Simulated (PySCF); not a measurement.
A structure optimised at PBE-D3(BJ)/def2-SVP, used in a PySCF frequency run:

```
O
C 1 1.4262
H 2 1.1103 1 106.65
H 2 1.1133 3 108.07 1 -121.16
H 2 1.1135 3 107.83 4 -117.17
Sn 1 1.9891 2 118.03 3 168.74
F 6 1.9483 1 109.84 2 73.83
Cl 6 2.3324 7 108.03 1 -118.66
Cl 6 2.3493 7 106.62 1 119.43
```
Charge 0, spin multiplicity 1.

**Question.** Write its SMILES and formula.

**Answer.** C[O][Sn]([F])([Cl])[Cl], CH3Cl2FOSn

**Question.** What are its rotational constants (standard atomic weights)?

**Answer.** 1.5131, 1.1518, 0.93128 GHz
